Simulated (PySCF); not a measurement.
# One molecule, several mistakes: AlC2H6 cation

All numbers below are calculated, not measured. They come from PySCF 2.14.0, an open-source quantum chemistry program, on an isolated molecule that a program drew, which may never have been made. The molecule is AlC2H6 cation (charge +1, singlet), drawn as the SMILES string `[CH3][Al+][CH3]`.

Each row is a Hartree-Fock (HF) and frozen-core CCSD(T) single point in the cc-pV(D+d)Z basis, meant for a local HF minimum. Run 1 is clean. Each other run has one planted mistake out of seven kinds, and not every kind appears here: one electron removed, one electron added, multiplicity raised by two, geometry at a saddle point, minimal basis STO-3G, one bond length entered in bohr, all coordinates scaled. The reference is restricted for singlets and unrestricted otherwise, and also for a bond in bohr. Adding or removing an electron swaps singlet and doublet. Electrons count all cores. HOMO and LUMO are orbital energies over both spins, the gradient is its largest component, and the lowest frequency (negative if imaginary) is given only where the gradient is small. Bond lengths are over the 8 bonds as drawn. T1 is the CCSD diagnostic: over 0.02 (restricted) or 0.045 (unrestricted) a single reference is doubtful.

Geometry of the clean run:
```xyz
9
AlC2H6 cation, angstrom
C     1.4225   -0.2918    2.3183
Al    0.5700    0.6000    0.8465
C    -0.2825    1.4918   -0.6252
H     1.9407   -1.1893    1.9689
H     2.1520    0.3711    2.7920
H     0.6797   -0.5853    3.0653
H    -0.1224    0.9326   -1.5513
H     0.1287    2.4976   -0.7484
H    -1.3585    1.5732   -0.4473
```

| run | electrons | basis functions | <S^2> | HOMO (eV) | LUMO (eV) | gradient (hartree/bohr) | lowest frequency (cm^-1) | mean bond (Å) | longest bond (Å) | T1 | HF (hartree) | CCSD(T) (hartree) | mistake |
|---|---|---|---|---|---|---|---|---|---|---|---|---|---|
| 1 | 30 | 81 | 0.000 | -16.87 | -3.64 | 1.4e-05 | 34 | 1.3003 | 1.920 | 0.0102 | -320.91305 | -321.30323 | no fault |
| 2 | 30 | 81 | 0.000 | -17.41 | -3.38 | 7.0e-02 | - | 1.2054 | 1.780 | 0.0094 | -320.86824 | -321.24951 | all coordinates scaled |
| 3 | 29 | 81 | 0.870 | -23.79 | -14.23 | 6.1e-02 | - | 1.3003 | 1.920 | 0.0234 | -320.34279 | -320.70251 | one electron removed |
| 4 | 30 | 81 | 0.959 | -15.31 | -5.58 | 3.5e-02 | - | 1.5139 | 3.629 | 0.0235 | -320.81903 | -321.17930 | ? |
| 5 | 30 | 81 | 2.120 | -11.19 | -7.66 | 1.0e-01 | - | 1.3003 | 1.920 | 0.0719 | -320.72236 | -321.09917 | ? |

**Which mistake was planted in run 4, and what did it cost?**

The mean bond changes by a factor of 1.164 and the longest by 1.890, so the molecule wasn't scaled as a whole. A length L in bohr read as angstrom grows by (1/0.5292 - 1) L = 0.890 L. The 8 bonds together grew by 8 x 0.2136 = 1.709 Å, which gives L = 1.921 Å. That is the length of one of the Al-C bonds, 1.920 Å in the clean geometry. So the mistake is: one bond length entered in bohr. Subtracting run 1 and multiplying by 627.51 kcal/mol a hartree, the energy moved by 59.0 kcal/mol in HF and 77.8 kcal/mol in CCSD(T).

**Which mistake was planted in run 5, and what did it cost?**

Electrons, basis and geometry are unchanged, and <S^2> is 2.120, beside S(S+1) = 2.00 for a multiplicity of 3. So the mistake is: multiplicity raised by two. Subtracting run 1 and multiplying by 627.51 kcal/mol a hartree, the energy moved by 119.7 kcal/mol in HF and 128.0 kcal/mol in CCSD(T).

Cautions from the logs. Run 5: T1 is over the limit, so its CCSD(T) energy is less reliable.
